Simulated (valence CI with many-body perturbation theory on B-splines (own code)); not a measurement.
## Level structure of Ag40+

Method: configuration interaction combined with many-body perturbation theory (CI+MBPT): five valence electrons over a frozen Dirac-Fock core [He], radial functions for each j: 11 s, 11 p, 10 d, 8 f, 5 g, 2 h, with the one-electron correlation potential Σ1, the two-electron term Σ2, the three-electron term Σ3, Breit, model QED; selected CI, second order for the rest, scaled by the run's own slope (own B-spline code, finite nucleus).

The last digits are not significant, and no measured levels were compared; by estimate large intervals hold to a few tenths of a per cent, small ones and those within an open d or f shell to about a per cent. Among the levels kept, up to 7100 cm⁻¹ of a level comes from second order outside the variational space, and about a tenth of that is noise between levels of different J, which matters for small intervals.

Levels 1 to 45 of 206, with energies above the lowest level, (2s^2 2p1/2^2 2p3/2) J=3/2. "Leading %" is the weight of the configuration and term that name the level; weights of strongly mixed levels are sums over their largest components and can fall short. In the jj column 3d3/2^4 stands for four electrons in 3d with j = 3/2. Lifetimes count E1, E2, E3, M1 and M2 decay at the calculated energies, and are blank where another channel may lead or the interval is too uncertain; long ones can be off by a factor of two.

| No. | Configuration | Term | J | E (eV) | Leading % | Lifetime | g | Leading jj |
| --- | --- | --- | --- | --- | --- | --- | --- | --- |
| 1 | 2s²2p³ | ²P° | 3/2 | 0.0 | 44 |  | 1.395 | 2s^2 2p1/2^2 2p3/2 (99 %) |
| 2 | 2s²2p³ | ⁴S° | 3/2 | 168.3 | 53 | 19.7 ns | 1.428 | 2s^2 2p1/2 2p3/2^2 (99 %) |
| 3 | 2s²2p³ | ²D° | 5/2 | 186.1 | 100 | 112 ns | 1.186 | 2s^2 2p1/2 2p3/2^2 (100 %) |
| 4 | 2s²2p³ | ²P° | 1/2 | 211.2 | 100 | 25.6 ns | 0.648 | 2s^2 2p1/2 2p3/2^2 (100 %) |
| 5 | 2s2p⁴ | ⁴P | 5/2 | 348.6 | 79 | 10.9 ps | 1.502 | 2s 2p1/2^2 2p3/2^2 (98 %) |
| 6 | 2s²2p³ | ²P° | 3/2 | 380.4 | 54 | 9.24 ns | 1.273 | 2s^2 2p3/2^3 (98 %) |
| 7 | 2s2p⁴ | ²S | 1/2 | 404.5 | 55 | 2.91 ps | 2.179 | 2s 2p1/2^2 2p3/2^2 (96 %) |
| 8 | 2s2p⁴ | ²P | 3/2 | 405.9 | 37 | 1.82 ps | 1.242 | 2s 2p1/2^2 2p3/2^2 (94 %) |
| 9 | 2s2p⁴ | ⁴P | 3/2 | 536.3 | 71 | 3.24 ps | 1.495 | 2s 2p1/2 2p3/2^3 (96 %) |
| 10 | 2s2p⁴ | ²D | 5/2 | 564.0 | 79 | 3.38 ps | 1.271 | 2s 2p1/2 2p3/2^3 (98 %) |
| 11 | 2s2p⁴ | ²P | 1/2 | 592.5 | 57 | 1.29 ps | 1.466 | 2s 2p1/2 2p3/2^3 (92 %) |
| 12 | 2s2p⁴ | ²P | 3/2 | 604.4 | 55 | 1.21 ps | 1.090 | 2s 2p1/2 2p3/2^3 (98 %) |
| 13 | 2s2p⁴ | ²P | 1/2 | 778.9 | 38 | 1.36 ps | 1.649 | 2s 2p3/2^4 (95 %) |
| 14 | 2p⁵ | ²P° | 3/2 | 804.1 | 99 | 1.16 ps | 1.321 | 2p1/2^2 2p3/2^3 (99 %) |
| 15 | 2p⁵ | ²P° | 1/2 | 989.8 | 99 | 882 fs | 0.648 | 2p1/2 2p3/2^4 (99 %) |
| 16 | 2s²2p²3s | ⁴P | 1/2 | 3393.5 | 50 | 38.6 fs | 2.036 | 2s^2 2p1/2^2 3s (99 %) |
| 17 | 2s²2p²3p | ²P° | 1/2 | 3448.0 | 41 | 3.79 ps | 0.661 | 2s^2 2p1/2^2 3p1/2 (99 %) |
| 18 | 2s²2p²3p | ²P° | 3/2 | 3508.8 | 29 | 3.22 ps | 1.336 | 2s^2 2p1/2^2 3p3/2 (98 %) |
| 19 | 2s²2p²3d | ⁴F | 3/2 | 3563.4 | 30 | 23.1 fs | 0.925 | 2s^2 2p1/2^2 3d3/2 (83 %) |
| 20 | 2s²2p²3s | ⁴P | 3/2 | 3566.1 | 74 | 77.3 fs | 1.531 | 2s^2 2p1/2 2p3/2 3s (84 %) |
| 21 | 2s²2p²3s | ²P | 1/2 | 3571.8 | 68 | 25.0 fs | 1.291 | 2s^2 2p1/2 2p3/2 3s (99 %) |
| 22 | 2s²2p²3s | ²D | 5/2 | 3578.5 | 48 | 12.1 fs | 1.323 | 2s^2 2p1/2 2p3/2 3s (80 %) |
| 23 | 2s²2p²3s | ²D | 3/2 | 3584.5 | 60 | 26.2 fs | 0.998 | 2s^2 2p1/2 2p3/2 3s (99 %) |
| 24 | 2s²2p²3d | ²D | 5/2 | 3587.8 | 21 | 8.43 fs | 1.225 | 2s^2 2p1/2^2 3d5/2 (79 %) |
| 25 | 2s²2p²3p | ⁴P° | 1/2 | 3619.8 | 44 | 4.63 ps | 1.700 | 2s^2 2p1/2 2p3/2 3p1/2 (99 %) |
| 26 | 2s²2p²3p | ⁴D° | 3/2 | 3624.9 | 55 | 5.27 ps | 1.147 | 2s^2 2p1/2 2p3/2 3p1/2 (99 %) |
| 27 | 2s²2p²3p | ²F° | 5/2 | 3635.5 | 43 | 3.94 ps | 1.098 | 2s^2 2p1/2 2p3/2 3p1/2 (98 %) |
| 28 | 2s²2p²3p | ²P° | 3/2 | 3655.2 | 39 | 907 fs | 1.371 | 2s^2 2p1/2 2p3/2 3p1/2 (96 %) |
| 29 | 2s²2p²3p | ⁴D° | 5/2 | 3673.5 | 50 | 1.57 ps | 1.429 | 2s^2 2p1/2 2p3/2 3p3/2 (95 %) |
| 30 | 2s²2p²3p | ⁴P° | 1/2 | 3678.1 | 36 | 3.10 ps | 1.681 | 2s^2 2p1/2 2p3/2 3p3/2 (98 %) |
| 31 | 2s²2p²3p | ²D° | 3/2 | 3683.2 | 51 | 2.83 ps | 1.192 | 2s^2 2p1/2 2p3/2 3p3/2 (98 %) |
| 32 | 2s²2p²3p | ²F° | 7/2 | 3689.4 | 58 | 4.51 ps | 1.250 | 2s^2 2p1/2 2p3/2 3p3/2 (99 %) |
| 33 | 2s²2p²3p | ²P° | 3/2 | 3694.5 | 40 | 349 fs | 1.378 | 2s^2 2p1/2 2p3/2 3p3/2 (92 %) |
| 34 | 2s²2p²3p | ²D° | 5/2 | 3703.3 | 53 | 600 fs | 1.208 | 2s^2 2p1/2 2p3/2 3p3/2 (91 %) |
| 35 | 2s²2p²3p | ²P° | 1/2 | 3715.0 | 83 | 536 fs | 0.675 | 2s^2 2p1/2 2p3/2 3p3/2 (96 %) |
| 36 | 2s2p³3s | ⁶S° | 5/2 | 3721.8 | 41 | 110 fs | 1.681 | 2s 2p1/2^2 2p3/2 3s (82 %) |
| 37 | 2s²2p²3d | ⁴F | 3/2 | 3736.9 | 42 | 14.7 fs | 0.936 | 2s^2 2p1/2 2p3/2 3d3/2 (97 %) |
| 38 | 2s²2p²3d | ⁴F | 5/2 | 3738.8 | 55 | 33.0 fs | 0.978 | 2s^2 2p1/2 2p3/2 3d3/2 (96 %) |
| 39 | 2s2p³3s | ⁴S° | 3/2 | 3738.9 | 37 | 32.0 fs | 1.559 | 2s 2p1/2^2 2p3/2 3s (90 %) |
| 40 | 2s²2p²3d | ⁴D | 1/2 | 3739.9 | 80 | 29.8 fs | 0.227 | 2s^2 2p1/2 2p3/2 3d3/2 (99 %) |
| 41 | 2s²2p²3d | ⁴F | 7/2 | 3748.7 | 65 | 224 fs | 1.169 | 2s^2 2p1/2 2p3/2 3d5/2 (56 %) |
| 42 | 2s²2p²3d | ²F | 7/2 | 3751.5 | 41 | 489 fs | 1.206 | 2s^2 2p1/2 2p3/2 3d5/2 (51 %) |
| 43 | 2s²2p²3d | ⁴P | 5/2 | 3754.8 | 37 | 4.43 fs | 1.237 | 2s^2 2p1/2 2p3/2 3d3/2 (50 %) |
| 44 | 2s²2p²3d | ⁴D | 3/2 | 3758.2 | 40 | 7.24 fs | 1.111 | 2s^2 2p1/2 2p3/2 3d5/2 (63 %) |
| 45 | 2s²2p²3s | ⁴P | 5/2 | 3762.6 | 47 | 10.4 fs | 1.364 | 2s^2 2p3/2^2 3s (78 %) |

The ionisation energy to 2s²2p² ³P0 of the next ion comes out as 6167.4 eV (NIST: 6170 ± 40 eV (semi-empirical)). All 206 levels together are meant to be complete up to 4257.3 eV.
